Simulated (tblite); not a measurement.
A tight-binding relaxation on `CC[Si@@H](N[SiH3])B(C)C`.

Computed with GFN2-xTB geometry optimisation, gas phase (tblite 0.8.0). Start geometry: from a force field or distance geometry. A driver script takes a list of jobs; this job's settings line and coordinates (Å) are shown.

Command:
```bash
OMP_NUM_THREADS=1 python probes_run.py task.json out
```

Input:
```
{"job": {"kind": "relax", "xc": "GFN2-xTB", "basis": "xTB"}, "charge": 0, "multiplicity": 1}
C     -2.213900    -1.820800     0.497800
C     -2.007900    -0.337100     0.431700
Si    -0.386300     0.202100    -0.252800
N      0.003700     1.796500     0.505200
Si    -0.128900     3.117600    -0.634800
B      1.082400    -0.979000     0.068700
C      2.134700    -0.524100     1.188900
C      1.802700    -1.572400    -1.227400
H     -3.245900    -2.015800     0.101400
H     -2.282800    -2.102000     1.583800
H     -1.508900    -2.421900    -0.074100
H     -2.142100     0.061100     1.477100
H     -2.813800     0.086000    -0.198800
H     -0.536300     0.433800    -1.690300
H     -0.543500     1.913100     1.381400
H      0.958600     2.949900    -1.609000
H     -1.397700     2.985100    -1.352200
H     -0.019700     4.361000     0.115200
H      2.246100    -1.259100     1.996000
H      1.825200     0.488000     1.583300
H      3.130000    -0.337100     0.733200
H      1.096900    -1.706500    -2.066900
H      2.396800    -2.479100    -0.988800
H      2.538800    -0.819400    -1.561000
```

Output:
```
step      E/eV     max force
  0    -661.43223    2.225
  1    -661.70536    1.580
  2    -661.84155    0.983
  3    -661.92184    0.660
  4    -662.00158    0.635
  5    -662.04952    0.521
  6    -662.08862    0.459
  7    -662.12438    0.505
  8    -662.16166    0.418
  9    -662.19577    0.371
... (158 lines left out)
168    -662.66254    0.017
169    -662.66262    0.018
170    -662.66271    0.019
171    -662.66280    0.018
172    -662.66288    0.016
173    -662.66295    0.016
174    -662.66300    0.012
175    -662.66302    0.010
176    -662.66305    0.011
177    -662.66306    0.008
```

«max force» is the largest atomic force in eV/Å.

Q: From which step on does the largest force stay under 0.1 eV/Å, and how much energy is left to gain from there?

A: From step 138 (0.087 eV/Å), 15.7 meV above the end.

Main results: energy lowered by 28.4 kcal/mol over 177 steps; largest atomic force 0.008 eV/Å at the end.

Q: Where do the atoms end?

A: 0.814 Å rms from the input after alignment:
```
atom  x, y, z in Å
C1    -2.1487   -2.0833    0.3856
C2    -1.9724   -0.6069    0.7100
Si3   -0.6502    0.2176   -0.4054
N4    -0.6621    1.9035    0.0730
Si5    0.3113    3.1929   -0.5255
B6     1.1493   -0.5340   -0.1471
C7     1.9815   -0.1368    1.1292
C8     1.7746   -1.5358   -1.1888
H9    -2.9086   -2.5408    1.0185
H10   -1.2147   -2.6225    0.5308
H11   -2.4513   -2.2085   -0.6513
H12   -1.6925   -0.5045    1.7598
H13   -2.9332   -0.1034    0.5959
H14   -1.2171    0.1435   -1.7807
H15   -1.4965    2.2030    0.5518
H16    1.5869    2.5930   -0.9161
H17   -0.2827    3.8688   -1.6863
H18    0.4743    4.1548    0.5690
H19    1.5199   -0.5906    2.0084
H20    1.9494    0.9371    1.3095
H21    3.0240   -0.4515    1.1181
H22    1.0417   -2.1487   -1.7101
H23    2.5425   -2.1917   -0.7813
H24    2.2629   -0.9354   -1.9597
```

Q: Estimate the wall time. Hardware: one thread, Arm Neoverse V1 (aarch64) (shared host).

A: About 2.0 s.
Labels such as C1 count atoms from 1, the log's own numbers from 0.
